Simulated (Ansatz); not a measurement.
Species: CHS (charge 0, doublet). It need not be the lowest isomer of its formula. 
Structure (B3LYP-D3(BJ)/def2-TZVP (Ansatz, an electronic-structure program) minimum search):
SMILES: [S][CH]
```xyz
3

C     -0.0347    -0.0198    -1.0508
S     -0.0314    -0.0093     0.5059
H      0.7107     0.2677    -1.7901
```
Charge 0, spin multiplicity 2.

Problem. Give the harmonic wavenumbers at B3LYP-D3(BJ)/def2-TZVP (Ansatz, finite differences of forces, unscaled).

Solution. 823, 1210, 3113 cm⁻¹. Zero-point energy 7.4 kcal/mol.

Problem. From these and the geometry, give the ideal-gas thermochemistry at 298.15 K and 1 atm (rigid rotor, harmonic oscillator).

Solution. Point group Cs, rotational symmetry number 1. Rotational constants 929.6, 20.45, 20.01 GHz. S(trans) 37.34, S(rot) 17.39, S(vib) 0.23, S(elec, spin only) 1.38, S 56.3 cal/(mol K). H(298) - H(0) 2.43 kcal/mol; G - E(el) -7.0 kcal/mol.
